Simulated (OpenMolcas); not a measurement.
4d ions of charge +4 along the row

```json
{"Program": "OpenMolcas", "Method": "CASSCF", "Basis": "ANO-R2", "Scalar Hamiltonian": "X2C, finite nucleus", "Spin-orbit coupling": "state interaction with AMFI integrals over the reference wave functions, term energies averaged over their components"}
```

Active space: the 4d shell.

B and C come from two terms' centres of gravity (d2, d8: 3P = 15B, 1G = 12B + 2C; d3, d7: 4P = 15B, 2G = 4B + 3C; d4, d6: 3G = 9B + 4C, 3H = 4B + 4C; d5: 4D = 17B + 5C, 4G = 10B + 5C, above the ground term), where all their levels are at least 80 % pure. ζ = ±2S·A comes from the whole width of the ground multiplet by E(J) = (A/2) J(J+1), where its levels are at least 85 % pure. Energies in cm-1.

```json
{"Ion": "Mo4+", "Configuration": "4d²", "Lowest level": "³F₂", "Weight (%)": "99", "B": "", "C": "", "ζ": "944", "ζ measured": "959"}
{"Ion": "Tc4+", "Configuration": "4d³", "Lowest level": "⁴F_3/2", "Weight (%)": "99", "B": "896", "C": "3659", "ζ": "1092", "ζ measured": ""}
{"Ion": "Ru4+", "Configuration": "4d⁴", "Lowest level": "⁵D₀", "Weight (%)": "98", "B": "", "C": "", "ζ": "1367", "ζ measured": ""}
{"Ion": "Rh4+", "Configuration": "4d⁵", "Lowest level": "⁶S_5/2", "Weight (%)": "99", "B": "", "C": "", "ζ": "", "ζ measured": ""}
{"Ion": "Pd4+", "Configuration": "4d⁶", "Lowest level": "⁵D₄", "Weight (%)": "98", "B": "", "C": "", "ζ": "1716", "ζ measured": ""}
{"Ion": "Ag4+", "Configuration": "4d⁷", "Lowest level": "⁴F_9/2", "Weight (%)": "97", "B": "", "C": "", "ζ": "1984", "ζ measured": "2028"}
```

Measured columns use the levels in Sugar and Musgrove, J. Phys. Chem. Ref. Data 17, 155 (1988) (Mo4+); the list in Gamrath, thesis, University of Mons (2023) (Ag4+).

The computed ζ goes from 944 (Mo4+) to 1984 cm-1 (Ag4+), a factor of 2.10, rising at every step. It departs from the measured column by -2 to -2 %.

Without dynamic correlation excited terms often stand tens of per cent too high (terms of higher spin than the ground term too low), and those without a measured partner can miss by more than the paired ones. Computed and measured levels are paired by configuration, term and J; levels that our copy of the source lacks, or whose pairing is in doubt (as where it misses far off the trend of its configuration), stay unpaired and out of the deviations. Only configurations of the active space appear.
